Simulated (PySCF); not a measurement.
Compound: C₄H₁₄Si₄.
Cartesian coordinates in Å at the PBE0-D3(BJ)/def2-SVP level; atoms count from 1:
```xyz
22
C4H14Si4 angstrom
C     -2.416    0.756   -1.139
C     -2.249    0.818    0.391
C     -1.301   -0.405    0.298
Si     0.227   -0.507    1.408
Si     1.843   -1.977    0.494
Si     2.771   -0.134   -0.664
Si     1.729    1.265    0.935
C     -1.131   -0.091   -1.210
H     -3.301    0.167   -1.425
H     -2.435    1.706   -1.693
H     -3.148    0.716    1.018
H     -1.713    1.729    0.703
H     -1.879   -1.337    0.419
H     -0.153   -0.710    2.842
H      2.803   -2.452    1.542
H      1.372   -3.152   -0.305
H      2.134    0.017   -2.011
H      4.257   -0.060   -0.819
H      2.663    1.480    2.086
H      1.187    2.589    0.492
H     -0.247    0.538   -1.406
H     -1.103   -0.942   -1.906
```

Computed with delta-SCF UKS SCAN, pcX-2 on the ionised atom, pcseg-1 elsewhere, spin-free X2C in PySCF. Each binding energy is the total energy of the core-ionised species, with the hole localised on one atom, minus that of the ground state; both are solved self-consistently, so orbital relaxation is included.

Some binding energies are withheld.

| atom(s) | bonded to | level | binding energy (eV) |
| --- | --- | --- | --- |
| C1 | 2 C and 2 H | C 1s | ? |
| C2/C8 | 2 C and 2 H | C 1s | ? |
| C3 | 2 C, H and Si | C 1s | 289.89 |
| Si4 | C, H and 2 Si | Si 1s | 1845.34 |
| Si5/Si7 | 2 H and 2 Si | Si 1s | 1845.48 |
| Si6 | 2 H and 2 Si | Si 1s | 1845.55 |
| Si4 | C, H and 2 Si | Si 2p3/2 | 105.65 |
| Si5/Si7 | 2 H and 2 Si | Si 2p3/2 | 105.81 |
| Si6 | 2 H and 2 Si | Si 2p3/2 | ? |

What is the Si 2p3/2 binding energy of Si6?

105.87 eV (SiH2 silicon), with 2p1/2 at 106.50 eV. The nearest listed Si 2p3/2 value is that of Si5/Si7; the shift against it is +0.06 eV.

What is the C 1s binding energy of C2/C8?

290.32 eV (four-membered-ring carbon). The other listed C 1s value is that of C3; the shift against it is +0.43 eV.

What is the C 1s binding energy of C1?

290.41 eV (four-membered-ring carbon). The other listed C 1s value is that of C3; the shift against it is +0.52 eV.

The listed C 1s values span 0.52 eV, from C3 (bonded to 2 C, H and Si) to C1 (bonded to 2 C and 2 H). The widest gap between neighbouring values is 0.43 eV, between 289.89 and 290.32 eV.

Which photon energy gives electrons from Si 2p3/2 of Si6 a kinetic energy of 20 eV, and what is their de Broglie wavelength?

hν = 105.87 + 20 = 125.87 eV, recoil neglected; λ = 12.264 Å/√(E/eV) = 2.74 Å.

One atom of each set of topologically equivalent atoms was ionised and stands for the set; in this conformer not all members are related by symmetry, and their own values weren't computed. For 2p shells one spin-free hole was relaxed; a mean-field spin–orbit operator and the ground-state splitting of the three 2p orbitals were then diagonalised within the shell. The shell's mean is (2 × 2p3/2 + 2p1/2)/3, and the degeneracies 2j + 1 give areas of 2:1. 2p1/2 minus 2p3/2 (ligand field included): Si 0.62 eV. One conformer (not necessarily the lowest) at the PBE0-D3(BJ)/def2-SVP geometry, without solvent, vibrations or thermal averaging.
